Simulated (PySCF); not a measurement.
Vertical excitations of a molecule C2H5ClF2Si from TDA-PBE/def2-SVPD (PySCF), as energy in eV (oscillator strength): 7.53 (0.069), 7.80 (0.026), 7.95 (0.014), 8.07 (0.042), 8.39 (0.002), 8.41 (0.004), 8.50 (0.005), 8.55 (0.036), 8.67 (0.024), 8.78 (0.010). Lowest triplet (TDA): 7.23 eV. Geometry optimised at r2SCAN-D4/def2-SVP. One conformer was computed; it need not be the lowest.

Task: Which molecule gave these data?
A. C[Si@@H](Cl)C(F)F
B. CC[Si](F)(F)Cl
C. C[C@H](F)[Si@H](F)Cl
D. F[SiH](F)CCCl

Result: B, CC[Si](F)(F)Cl
